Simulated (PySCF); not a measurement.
ClH6N3Sn, SMILES [Sn]([NH2])([NH2])([Cl])[NH2].

Geometry optimised at B3LYP-D3(BJ)/def2-SVP. The def2 effective core potentials stand for the cores of Sn; spin–orbit coupling is left out. Other conformers were not sampled.

The numbers are results of PBE/def2-TZVP in PySCF, not measurements.

Gas-phase values at a fixed geometry.

The total energy is -842.14291 hartree and the point group is C3. The highest occupied level comes out as -6.36 eV, the lowest empty level comes out as -2.12 eV and the orbital gap is 4.24 eV. The dipole moment comes out as 0.49 D and the quadrupole, principal values (traceless, Buckingham form, about the centre of nuclear charge) is -14.51, 7.25, 7.26 D·Å. The mean static polarisability is 78.3 bohr³ (11.61 Å³) and the polarisability, principal values is 74.9, 74.9, 85.2 bohr³.
